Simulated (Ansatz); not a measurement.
The cluster CuSi6⁺, relaxed as a singlet with RKS B3LYP-D4/def2-SVP in Ansatz, starting from the GFN1-xTB geometry. Force threshold 0.02 eV/Å.

The restricted singlet is unstable towards broken spin symmetry in Hartree–Fock (as tested in another run); at B3LYP-D4/def2-SVP this wasn't settled. The relaxation made no stability test and no search for a lower SCF solution. No other spin state of charge 1 was run. Another isomer (singlet) lies 1.03 eV lower at PBE0-D4/def2-TZVP; other spin states weren't run for this one.

Start:

Cartesian coordinates in Å:
```
Cu 0.175 2.364 0.290
Si 1.817 -1.455 0.777
Si -2.070 -0.960 -0.900
Si 0.058 -2.058 -0.740
Si -1.620 1.338 -0.821
Si -0.307 -0.113 0.681
Si 1.947 0.884 0.713
```

```tsv
step	energy (eV)	largest force component (eV/Å)	SCF passes
1	-91880.7963	0.596	24
2	-91880.9734	0.251	24
3	-91881.0429	0.144	24
4	-91881.0587	0.117	24
5	-91881.0683	0.033	24
6	-91881.0686	0.008	18
```

Force components are those of the run's own axes.

End:

```xyz
7

Cu    0.2336    2.2399    0.1182
Si    1.6399   -1.4976    0.9287
Si   -2.0719   -1.0260   -0.6702
Si    0.2135   -1.7509   -1.0121
Si   -1.7107    1.2763   -0.8192
Si   -0.2980   -0.0475    0.6779
Si    1.9936    0.8058    0.7767
```

By distances, no bond broke or formed. The bond that changes most is Cu1–Si6, from 2.55 to 2.41 Å (atoms count from 1).

No frequencies were taken in this run, so the end may be a saddle point.

It took 19 s on 4 threads of Arm Neoverse V2 on a shared host.
